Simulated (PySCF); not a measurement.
Compound: C5H8F2Si.
Cartesian coordinates in Å at the PBE0-D3(BJ)/def2-SVP level; atoms count from 1:
```xyz
16
C5H8F2Si angstrom
F      2.919   -0.807    0.397
C      2.080   -0.104   -0.416
F      2.780    0.938   -0.946
Si     0.583    0.550    0.590
C     -0.715    1.232   -0.605
C     -1.671    0.068   -0.695
C     -1.542   -0.957    0.162
C     -0.442   -0.922    1.193
H      1.792   -0.771   -1.251
H      1.111    1.483    1.626
H     -1.216    2.137   -0.216
H     -0.296    1.513   -1.585
H     -2.468    0.075   -1.446
H     -2.233   -1.806    0.129
H     -0.844   -0.778    2.212
H      0.138   -1.860    1.223
```

Computed with PBE0-D3(BJ)/def2-SVP geometry optimisation, gas phase in PySCF 2.14.0.

Masses are those of the commonest isotopes; rigid-rotor values at the optimised geometry. The values belong to one conformer with, in the numbering `[F:1][CH:2]([F:3])[SiH:4]1[CH2:5][CH:6]=[CH:7][CH2:8]1`, F1–C2–Si4–C5 -169°, C2–Si4–C5–C6 98°, Si4–C5–C6–C7 11°, C6–C7–C8–Si4 -11°, C2–Si4–C8–C7 -99°.

**Question.** What are A, B and C (MHz)?

**Answer.** Ia = 165.97, Ib = 437.37, Ic = 521.12 u·Å²; 505379 MHz·u·Å²/I gives A = 3045, B = 1155, C = 969.8 MHz.

**Question.** Classify the top.

**Answer.** An asymmetric top: κ = (2 × 1155 − 3045 − 969.8)/(3045 − 969.8) = -0.82.

**Question.** Is it planar, by Δ = Ic − Ia − Ib?

**Answer.** Not planar: Δ = Ic − Ia − Ib = -82.22 u·Å². For a rigid frame Δ = −2 Σ m c², so Σ m c² = 41.11 u·Å² lies off the ab plane: 12.33 from hydrogen and 28.78 from heavier atoms. The atom farthest from that plane is 2.14 Å away.

**Question.** Where do the levels up to J = 4 lie, in cm⁻¹?

**Answer.** Above 0(0,0):
J = 1: 1(0,1) 0.0709, 1(1,1) 0.1339, 1(1,0) 0.1401
J = 2: 2(0,2) 0.2122, 2(1,2) 0.2695, 2(1,1) 0.2881, 2(2,1) 0.4772, 2(2,0) 0.4776
J = 3: 3(0,3) 0.4232, 3(1,3) 0.4726, 3(1,2) 0.5098, 3(2,2) 0.6899, 3(2,1) 0.6920, 3(3,1) 1.0208, 3(3,0) 1.0208
J = 4: 4(0,4) 0.7025, 4(1,4) 0.7430, 4(1,3) 0.8048, 4(2,3) 0.9731, 4(2,2) 0.9795, 4(3,2) 1.3051, 4(3,1) 1.3053, 4(4,1) 1.7673, 4(4,0) 1.7673
The levels of one J sum to (2J + 1)J(J + 1)(A + B + C)/3.

**Question.** Which types of transition are allowed, and where do some lines up to J = 2 fall?

**Answer.** The dipole components are |μa| = 2.31 D, |μb| = 0.05 D, |μc| = 0.32 D. Intensities carry the squares of the components, which stand as 1.00 : 0.00 : 0.02 (a : b : c). Some lines, for components of 0.1 D or more:

| type | branch | J(Ka,Kc) | MHz | lower level (cm⁻¹) |
| --- | --- | --- | --- | --- |
| a | Q | 2(1,1) ← 2(1,2) | 557 | 0.270 |
| c | Q | 2(1,2) ← 2(0,2) | 1717 | 0.212 |
| c | Q | 1(1,1) ← 1(0,1) | 1890 | 0.071 |
| a | R | 1(0,1) ← 0(0,0) | 2125 | 0.000 |
| a | R | 2(1,2) ← 1(1,1) | 4065 | 0.134 |
| c | R | 1(1,0) ← 0(0,0) | 4201 | 0.000 |
| a | R | 2(0,2) ← 1(0,1) | 4238 | 0.071 |
| a | R | 2(1,1) ← 1(1,0) | 4436 | 0.140 |
| c | Q | 2(2,1) ← 2(1,1) | 5669 | 0.288 |
| c | R | 2(1,1) ← 1(0,1) | 6512 | 0.071 |
| c | R | 2(2,0) ← 1(1,0) | 10118 | 0.140 |
| c | R | 2(2,1) ← 1(1,1) | 10291 | 0.134 |

Not checked by PBE0-D3(BJ)/def2-SVP frequencies. Constants of a rigid frame at the computed geometry: no zero-point averaging, no centrifugal distortion.
